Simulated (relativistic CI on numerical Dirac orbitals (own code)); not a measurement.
## Forbidden transitions in Gd²⁰⁺

Computed by Dirac-Coulomb-Breit CI, separate exchange-only KLI orbitals for each configuration, model QED, unscaled Slater integrals (own radial code, finite nucleus).

CI space (outside the closed core [Ar] 3d10): 4s2.4p6.4d8, 4s2.4p5.4d9, 4s2.4p6.4d7.4f, 4s.4p6.4d9, 4s2.4p5.4d8.4f, 4s2.4p6.4d7.5s, 4s.4p6.4d8.4f, 4s2.4p6.4d7.5p, 4s2.4p6.4d6.4f.5s, 4s2.4p6.4d7.5d, 4s2.4p6.4d6.5s.5p, 4s2.4p5.4d8.5s, 4s2.4p6.4d7.5f, 4s2.4p6.4d7.6s, 4s2.4p6.4d7.6p, 4s2.4p6.4d7.6d, 4s2.4p5.4d8.5d, 4s.4p6.4d7.4f.5s, 4s2.4p6.4d7.6f, 4p6.4d9.4f, 4s2.4p6.4d7.7p, 4s.4p6.4d8.5p, 4s.4p6.4d7.5s.5p, 4s2.4p6.4d7.7f, 4s2.4p5.4d8.6s, 4p6.4d10, 4p5.4d10.4f, 4s2.4p6.4d6.5s2, 4s2.4p6.4d5.4f.5s2, 4s2.4p5.4d6.4f.5s2, 4s.4p6.4d6.4f.5s2. Double excitations out of closed p, d and f shells are left out; levels of such configurations are missing from the list, as are those of other unlisted configurations, and high levels can miss mixing partners. These lack a partner that the ground configuration has and come out too high: 4s2.4p5.4d8.5s, 4s2.4p5.4d8.5d, 4s2.4p5.4d8.6s.

| λ vac (nm) | Lower | Upper | Type | A (s⁻¹) | log gf |
| --- | --- | --- | --- | --- | --- |
| 7.8458 | 4s2.4p6.4d8 3F_4 [1] | 4s2.4p6.4d7.4f 3H°_6 [104] | M2 | 1.14e+02 | -8.86 |
| 7.9093 | 4s2.4p6.4d8 3F_4 [1] | 4s2.4p6.4d7.4f 3H°_6 [97] | M2 | 5.66e+02 | -8.16 |
| 7.9483 | 4s2.4p6.4d8 3F_4 [1] | 4s2.4p6.4d7.4f 3I°_6 [89] | M2 | 1.23e+02 | -8.82 |
| 8.0240 | 4s2.4p6.4d8 3F_4 [1] | 4s2.4p6.4d7.4f 3H°_6 [78] | M2 | 3.02e+02 | -8.42 |
| 8.0921 | 4s2.4p6.4d8 3F_4 [1] | 4s2.4p6.4d7.4f 3I°_6 [68] | M2 | 1.46e+02 | -8.73 |
| 8.1287 | 4s2.4p6.4d8 3F_4 [1] | 4s2.4p6.4d7.4f 5G°_6 [61] | M2 | 3.45e+03 | -7.35 |
| 8.2078 | 4s2.4p6.4d8 3F_4 [1] | 4s2.4p6.4d7.4f 5I°_6 [52] | M2 | 1.83e+02 | -8.62 |
| 8.2369 | 4s2.4p6.4d8 3F_4 [1] | 4s2.4p6.4d7.4f 3H°_6 [44] | M2 | 4.60e+02 | -8.22 |
| 8.4485 | 4s2.4p6.4d8 1G_4 [7] | 4s2.4p6.4d7.4f 3H°_6 [104] | M2 | 4.78e+02 | -8.18 |
| 8.4618 | 4s2.4p6.4d8 3F_4 [1] | 4s2.4p6.4d7.4f 3H°_6 [29] | M2 | 4.69e+03 | -7.18 |
| 8.5222 | 4s2.4p6.4d8 1G_4 [7] | 4s2.4p6.4d7.4f 3H°_6 [97] | M2 | 1.20e+03 | -7.77 |
| 8.5676 | 4s2.4p6.4d8 1G_4 [7] | 4s2.4p6.4d7.4f 3I°_6 [89] | M2 | 3.85e+03 | -7.26 |
| 8.6555 | 4s2.4p6.4d8 1G_4 [7] | 4s2.4p6.4d7.4f 3H°_6 [78] | M2 | 9.46e+03 | -6.86 |
| 8.7348 | 4s2.4p6.4d8 1G_4 [7] | 4s2.4p6.4d7.4f 3I°_6 [68] | M2 | 1.49e+03 | -7.65 |
| 8.7376 | 4s2.4p6.4d8 3F_4 [1] | 4s2.4p6.4d7.4f 5G°_6 [18] | M2 | 1.09e+04 | -6.79 |
| 8.9039 | 4s2.4p6.4d8 1G_4 [7] | 4s2.4p6.4d7.4f 3H°_6 [44] | M2 | 3.14e+02 | -8.31 |
| 90.673 | 4s2.4p6.4d8 3P_1 [6] | 4s2.4p6.4d8 1S_0 [9] | M1 | 1.73e+04 | -5.67 |
| 96.001 | 4s2.4p6.4d7.4f 5H°_7 [24] | 4s2.4p6.4d7.4f 3H°_6 [104] | M1 | 4.74e+02 | -6.07 |
| 98.247 | 4s2.4p6.4d7.4f 5G°_6 [18] | 4s2.4p6.4d7.4f 3H°_6 [78] | M1 | 3.83e+02 | -6.14 |
| 106.46 | 4s2.4p6.4d7.4f 5H°_7 [24] | 4s2.4p6.4d7.4f 3H°_6 [97] | M1 | 5.26e+02 | -5.93 |
| 109.53 | 4s2.4p6.4d7.4f 5G°_6 [18] | 4s2.4p6.4d7.4f 3I°_6 [68] | M1 | 8.89e+02 | -5.68 |
| 109.97 | 4s2.4p6.4d8 3F_4 [1] | 4s2.4p6.4d8 1G_4 [7] | M1 | 1.56e+03 | -5.60 |
| 114.00 | 4s2.4p6.4d7.4f 5H°_7 [24] | 4s2.4p6.4d7.4f 3I°_6 [89] | M1 | 6.25e+02 | -5.80 |
| 117.02 | 4s2.4p6.4d7.4f 3I°_7 [32] | 4s2.4p6.4d7.4f 3H°_6 [104] | M1 | 1.07e+03 | -5.54 |
| 121.32 | 4s2.4p6.4d7.4f 5H°_7 [24] | 4s2.4p6.4d7.4f 3I°_7 [86] | M1 | 5.42e+02 | -5.75 |
| 128.99 | 4s2.4p6.4d7.4f 5I°_8 [26] | 4s2.4p6.4d7.4f 3I°_7 [86] | M1 | 4.99e+02 | -5.73 |
| 139.14 | 4s2.4p6.4d7.4f 5I°_8 [26] | 4s2.4p6.4d7.4f 1L°_8 [80] | M1 | 6.95e+02 | -5.47 |
| 141.25 | 4s2.4p6.4d8 3F_3 [3] | 4s2.4p6.4d8 1D_2 [8] | M1 | 5.18e+03 | -5.11 |
| 143.64 | 4s2.4p6.4d7.4f 5H°_7 [24] | 4s2.4p6.4d7.4f 3I°_7 [74] | M1 | 1.34e+03 | -5.21 |
| 143.75 | 4s2.4p6.4d7.4f 5G°_6 [18] | 4s2.4p6.4d7.4f 3H°_6 [44] | M1 | 5.66e+02 | -5.64 |
| 144.91 | 4s2.4p6.4d7.4f 3I°_7 [32] | 4s2.4p6.4d7.4f 3I°_6 [89] | M1 | 6.79e+02 | -5.56 |
| 154.51 | 4s2.4p6.4d7.4f 5I°_8 [26] | 4s2.4p6.4d7.4f 3I°_7 [74] | M1 | 9.71e+02 | -5.28 |
| 155.08 | 4s2.4p6.4d7.4f 3H°_6 [29] | 4s2.4p6.4d7.4f 3H°_6 [78] | M1 | 4.15e+02 | -5.71 |
| 156.96 | 4s2.4p6.4d7.4f 3I°_7 [32] | 4s2.4p6.4d7.4f 3I°_7 [86] | M1 | 1.11e+03 | -5.21 |
| 159.27 | 4s2.4p6.4d7.4f 5I°_8 [26] | 4s2.4p6.4d7.4f 3L°_8 [69] | M1 | 1.49e+03 | -5.02 |
| 159.59 | 4s2.4p6.4d8 1D_2 [2] | 4s2.4p6.4d8 3P_1 [6] | M1 | 1.86e+03 | -5.67 |
| 167.23 | 4s2.4p6.4d7.4f 5H°_7 [24] | 4s2.4p6.4d7.4f 5G°_6 [61] | M1 | 6.91e+02 | -5.42 |
| 185.21 | 4s2.4p6.4d7.4f 3H°_6 [29] | 4s2.4p6.4d7.4f 3I°_6 [68] | M1 | 4.70e+02 | -5.50 |
| 186.99 | 4s2.4p6.4d7.4f 5I°_8 [26] | 4s2.4p6.4d7.4f 5I°_7 [58] | M1 | 1.90e+03 | -4.82 |
| 194.94 | 4s2.4p6.4d8 3F_4 [1] | 4s2.4p6.4d8 3F_3 [3] | M1 | 3.27e+03 | -4.88 |
| 201.00 | 4s2.4p6.4d8 1D_2 [2] | 4s2.4p6.4d8 3P_2 [5] | M1 | 1.76e+03 | -5.27 |
| 205.83 | 4s2.4p6.4d8 3P_2 [5] | 4s2.4p6.4d8 1D_2 [8] | M1 | 1.40e+03 | -5.35 |
| 229.16 | 4s2.4p6.4d7.4f 5H°_7 [24] | 4s2.4p6.4d7.4f 3H°_6 [44] | M1 | 9.57e+02 | -5.01 |
| 243.40 | 4s2.4p6.4d7.4f 3I°_7 [32] | 4s2.4p6.4d7.4f 5G°_6 [61] | M1 | 7.19e+02 | -5.08 |
| 252.12 | 4s2.4p6.4d7.4f 3I°_7 [32] | 4s2.4p6.4d7.4f 5I°_7 [58] | M1 | 5.33e+02 | -5.12 |

Terms are leading LS components. Brackets give the number of a level in order of energy, since labels repeat. The list gives strong lines, with weight on those to low levels, among the lowest 400 of 8364 levels, so that lines to higher ones, which can be the strongest, are missing. Levels whose partners in the same complex of configurations lie outside the list can be far off, and so can their lines. Rates are taken at the computed energies, electric ones in the length gauge.

At this charge energies of transitions that change n are usually good to better than 1 %, and those within a shell (Δn = 0) to a few per cent. Terms inside the open d or f shell come out 10 to 20 % too wide with unscaled integrals.

LS names give the leading component of a level, which can be under half, so a name can repeat, a term be missing and a line seem to break the LS rules.
